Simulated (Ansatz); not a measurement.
Molecule: tetrafluorogermane, GeF$_{4}$, charge 0, multiplicity 1. 
Geometry from a B3LYP-D3(BJ)/def2-TZVP (Ansatz, a program for electronic structure) optimisation:
```
Ge
F 1 1.7016
F 1 1.7016 2 109.47
F 1 1.7016 2 109.47 3 -120.00
F 1 1.7016 2 109.47 4 -120.00
```

Property: atomisation energy (electronic, to ground-state atoms), in kJ/mol. Correlated levels leave the core frozen unless marked. Open shells are spin-unrestricted. No spin-orbit coupling. Frozen are the shells of the preceding noble gas and the d and f shells that filled before the atom's block. Non-relativistic. The coupled-cluster limit lacks core correlation, which all-electron functionals hold. CBS marks a two-point X^-3 extrapolation of the correlation energy; Hartree-Fock from the larger set (for Q and 5 zeta extrapolated as (X+1)exp(-9√X)).

```
level                                program  atomisation energy (kJ/mol)
----------------------------  --------------  ---------------------------
PBE-D3(BJ)/def2-TZVPD         Ansatz + dftd3                       1960.0
revPBE/def2-TZVPD                     Ansatz                          ___
SCS-MP2/cc-pV5Z                       Ansatz                       2026.2
CCSD(T)/CBS(cc-pVQZ,cc-pV5Z)          Ansatz                          ___
```

Some entries are withheld; supply them.


- revPBE/def2-TZVPD, atomisation energy (kJ/mol): 1852.6
- CCSD(T)/CBS(cc-pVQZ,cc-pV5Z), atomisation energy (kJ/mol): 1980.1
